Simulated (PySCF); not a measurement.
C3H8OSi, SMILES OC1([SiH3])CC1. Atoms are numbered in the order given.

```xyz
13

O      0.0283     1.6645     0.0800
C     -0.2007     0.2710     0.0428
Si     1.3499    -0.7465    -0.2927
C     -1.2254    -0.1989     1.0420
C     -1.5724    -0.1855    -0.4214
H      0.1930     1.9590    -0.8264
H      1.0029    -2.1970    -0.3752
H      1.9474    -0.3146    -1.5931
H      2.3603    -0.5379     0.7831
H     -1.0784    -1.1576     1.5480
H     -1.6517     0.5910     1.6661
H     -1.6671    -1.1356    -0.9558
H     -2.2404     0.6076    -0.7691
```

Geometry: B3LYP-D3(BJ)/def2-SVP. This is a generated structure with no PubChem entry under its InChIKey; it may be hypothetical. Other conformers were not sampled.

Level of theory: SMD-B3LYP/def2-SVP in PySCF.

Solvation free energies are E(SMD) − E(gas) at the gas-phase geometry, for 1 M in both phases. In vacuum the dipole moment is 1.23 D.

```
solvent         ΔG(solv) (kcal/mol)  its non-electrostatic (CDS) part  dipole (D)
--------------  -------------------  --------------------------------  ----------
water                          -2.6                               3.4        1.73
toluene                        -3.4                              -2.1        1.36
ethylethanoate           (withheld)                        (withheld)  (withheld)
```

Question: What belongs in the gaps? (Estimate from the structure and the level; the computed values follow.)

Answer: 
- ethylethanoate, ΔG(solv) (kcal/mol): -3.9
- ethylethanoate, its non-electrostatic (CDS) part: -1.7
- ethylethanoate, dipole (D): 1.46
